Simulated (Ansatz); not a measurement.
`COCC(F)(F)F` → `COC(F)(F)CF`  (isomerisation)

Calculated with Ansatz (gas phase, PBE0-D4/def2-TZVP geometries, no zero-point term in ΔE). CBS: MP2 limit from def2 TZ/QZ plus the TZ coupled-cluster correction, frozen cores. One conformer a species, not always the lowest.

| species | MP2/def2-TZVPP energy (Eh) |
| --- | --- |
| `COCC(F)(F)F` | -491.38151 |
| `COC(F)(F)CF` | -491.38175 |

Question: Work out ΔE.

Answer: ΔE = (-491.38175) − (-491.38151) = -0.00024 Eh = -0.6 kJ/mol. CCSD(T)/CBS gives -3.2 kJ/mol.

Largest T1 diagnostic among the species: 0.011.

At CCSD(T), def2-SVP lies +4.5 kJ/mol from the extrapolated value and def2-TZVPP +1.9 kJ/mol. Leaving LDA and LC-ωPBE aside and taking each functional with its dispersion term where it has one, the values, not all of them listed here, spread over 4.0 kJ/mol, from BHLYP-D4 to PBE-D4.
